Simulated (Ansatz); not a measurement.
Basis-set extrapolation for `NPB[SiH3]` (PBE0-D4/def2-TZVP geometry, frozen core, Ansatz 0.2.0). Multiplicity 1, RHF reference.

```json
{"": "HF", "def2-TZVPP": "-712.909145", "def2-QZVPP": "-712.932170"}
{"": "MP2 correlation", "def2-TZVPP": "-0.602204", "def2-QZVPP": "-0.645708"}
{"": "CCSD(T) correlation", "def2-TZVPP": "-0.688010", "def2-QZVPP": "not run"}
```

Energies in hartree. Use E(X) = E(∞) + A·exp(−7.88·√X) for Hartree–Fock and E(X) = E(∞) + B·X^(−2.97) for correlation, with X = 3 and 4, and add CCSD(T) minus MP2 of the smaller set to the MP2 limit.

What is the CCSD(T) energy at the basis-set limit?

HF limit: -712.932170 + (-0.023025) × 0.13774 = -712.93534. MP2 limit: -0.645708 + (-0.043504) × 0.74074 = -0.67793. Higher-order term: -0.688010 − (-0.602204) = -0.08581. Total: -713.69908 hartree, 64.0 kcal/mol below CCSD(T)/def2-TZVPP.
